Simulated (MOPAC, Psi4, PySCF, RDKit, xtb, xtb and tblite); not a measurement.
Two geometries of SMILES N#CCCCC (C₅H₉N), relaxed at GFN2-xTB with one dihedral held; other torsions can differ between them too.

Structure A

```
15

C      2.0378     0.5081     0.6450
C      0.6680     0.5703    -0.0193
C     -0.1204    -0.7171     0.2177
C     -1.5452    -0.6862    -0.3746
C     -1.7180     0.3094    -1.4017
N     -1.8810     1.0952    -2.2159
H      1.9376     0.3756     1.7204
H      2.6168    -0.3241     0.2500
H      2.5897     1.4265     0.4627
H      0.1090     1.4210     0.3787
H      0.7908     0.7300    -1.0921
H      0.4346    -1.5441    -0.2321
H     -0.1869    -0.9127     1.2894
H     -1.8124    -1.6596    -0.7934
H     -2.2721    -0.4480     0.4090
```

Structure B

```
15

C      1.9980     0.4984     0.5941
C      0.6074     0.5466    -0.0265
C     -0.1489    -0.7614     0.1951
C     -1.5687    -0.7135    -0.4021
C     -1.9098    -1.9629    -1.0304
N     -2.1553    -2.9601    -1.5329
H      1.9326     0.3348     1.6675
H      2.5813    -0.3104     0.1596
H      2.5250     1.4335     0.4211
H      0.0428     1.3731     0.4130
H      0.6969     0.7352    -1.0990
H      0.4130    -1.5731    -0.2748
H     -0.2060    -0.9804     1.2626
H     -2.3152    -0.4827     0.3612
H     -1.6232     0.0617    -1.1733
```

Question: Which is lower in energy at the level B3LYP-D3(BJ)/def2-TZVP // GFN2-xTB run with Psi4, and by how much?

Answer: B is lower, by 2.94 kJ/mol (dihedral C2–C3–C4–C5: 20° in A, 140° in B).

E(B) − E(A) in kJ/mol at the other levels, on the same two geometries: GFN2-xTB (xtb and tblite) -3.22; MMFF94 // GFN2-xTB (RDKit) -12.26; B3LYP/def2-TZVP // GFN2-xTB (Psi4) -5.15; PBE/def2-TZVP // GFN2-xTB (Psi4) -3.96; PBE-D3(BJ)/def2-TZVP // GFN2-xTB (Psi4) -2.69; UFF // GFN2-xTB (RDKit) -15.04; PM6, restricted, heats of formation // GFN2-xTB (MOPAC) -4.29; PM7, restricted, heats of formation // GFN2-xTB (MOPAC) -3.98; GFN1-xTB // GFN2-xTB (xtb) -0.95; restricted B3LYP/6-31G*, spherical d, density fitting // GFN2-xTB (PySCF) -4.17; restricted LDA (SVWN5)/6-31G*, spherical d, density fitting // GFN2-xTB (PySCF) -0.48; restricted B3LYP/LANL2DZ // GFN2-xTB (PySCF) -4.83; restricted Hartree-Fock/LANL2DZ // GFN2-xTB (PySCF) -6.27.
